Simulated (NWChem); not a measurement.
Species: ZnHCl; SMILES [ZnH][Cl]

```xyz
3

Zn     0.0000     0.0000    -0.7032
H      0.0000     0.0000    -2.2289
Cl     0.0000     0.0000     1.4133
```
Atoms are numbered in this order, from 1.

Level: PBE-D3(BJ)/def2-SVP (NWChem), optimised geometry, unscaled harmonic frequencies. 

```tsv
frequency (cm⁻¹)	IR intensity (km/mol)
422	30.4
424	70.4
424	70.4
1885	71.8
```

The zero-point energy is 4.5 kcal/mol and the thermal correction to the enthalpy at 298.15 K (with zero-point energy) is 7.1 kcal/mol. The heat capacity Cv is 9.2 cal/(mol K) and the entropy at 298.15 K and 1 atm (symmetry number 1) is 58.6 cal/(mol K). The dipole moment comes out as 1.77 D.

Rigid rotor and harmonic oscillator.
